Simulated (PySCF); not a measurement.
# Relaxation of triplet FeH4

Method: UPBE0/[Fe def2-TZVP, H def2-TZVP], no relativity, density fitting, PySCF. A (50,194) grid was used.

A start at or just off a symmetric point, pushed along the force that breaks its symmetry, of Cs symmetry, free to break it:

Coordinates in bohr (charge 0 multiplicity 3):
```
Fe    0.0000    0.0000   -0.0066
H     2.3546   -0.0025    1.7443
H    -2.3546    0.0024    1.7443
H     0.0026    2.5029   -1.5598
H    -0.0026   -2.5028   -1.5599
```

Q: What forces act on the atoms at the start (eV/Å)?

A: 
```csv
atom,Fx,Fy,Fz
Fe1,0.00,0.00,-0.66
H2,-0.36,0.00,-0.18
H3,0.36,0.00,-0.18
H4,0.00,0.76,0.51
H5,0.00,-0.76,0.51
```

Q: What does it relax to?

A: It ends at C2v with Fe–H 1.600 Å (×2), Fe–H 1.635 Å (×2), H–H 0.833 Å; Fe–H–H 75.3° (×2), H–Fe–H 29.5°, H–Fe–H 88.7° (×4), H–Fe–H 177.3° (after a last refinement on a finer grid). A frequency run shows a minimum.

Q: How much energy is released, and in how many steps?

A: 130.3 kJ/mol in 21 steps.

Other spin states or occupations of the open shell can lie lower. At this level a quintet minimum of C2v symmetry lies 159 kJ/mol below this structure.
